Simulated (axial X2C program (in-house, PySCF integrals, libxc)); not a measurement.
## TaP: from the spin-free to the two-component result

Calculated with an axial X2C code built on PySCF integrals. Spin-free means the one-electron spin-free X2C Hamiltonian; two-component (2c) means X2C with spin–orbit coupling and atomic mean-field two-electron Coulomb and Gaunt terms, so the difference of the two also holds small scalar two-electron terms. Basis: Ta dyall-cv3z [13s14p9d7f4g], P dyall-v3z [8s7p2d1f] (cores contracted in-house); Gaussian nuclei, density fitting, unrestricted open shells. Masses: Ta 180.948 u, P 30.974 u.

Spin-free state: M_S = 1, Λ = 2 (beyond evenly filled blocks: σα, δ+α); fragments Ta + P.

```json
{"level": "PBE0", "Re (Å)": "2.137", "ωe (cm⁻¹)": "532.1", "De (eV)": "4.153", "μ (D)": "-4.68"}
{"level": "PW91", "Re (Å)": "2.156", "ωe (cm⁻¹)": "519.6", "De (eV)": "4.764", "μ (D)": "-4.08"}
```

Dipoles are positive if P is the positive end.

Two-component determinant lowest at the distance of the search:

Ω = 1 (⟨Sz⟩ = -0.99, ⟨Lz⟩ = 1.99 at PBE0); fragments Ta + P.

```tsv
level	Re (Å)	ωe (cm⁻¹)	μ (D)
PBE0	2.139	527.7	-4.70
PW91	2.158	516.4	-4.09
```

Problem. From the two tables, how do the constants change at the PBE0 level (2c against spin-free)?

Solution. At the PBE0 level Re rises by 0.002 Å and ωe decreases by 4.4 cm⁻¹.

Occupations by symmetry block were frozen at the best pattern of an incomplete PBE0 search. Dissociation energies refer to the lowest single-determinant-based atoms at the same level and basis. De is not given where an atomic determinant may have missed its ground term or J level, or where the truncated virtual space spoils (T). Density functionals use the spin component along the axis (collinear). PBE0 can misorder states that lie within some tenths of an eV, so this need not be the ground state of the molecule. The nearest other spin-free determinant of the search, M_S = 0, Λ = 0, lies 0.10 eV up at the distance of the search. The functionals have no current-density term, which raises determinants with orbital currents, atoms included. With several unpaired electrons one determinant need not be a pure state. The determinant is spin-polarised beyond a pure state at some levels (its spin-free form has ⟨S²⟩ too high), which makes Re and μ there less reliable.
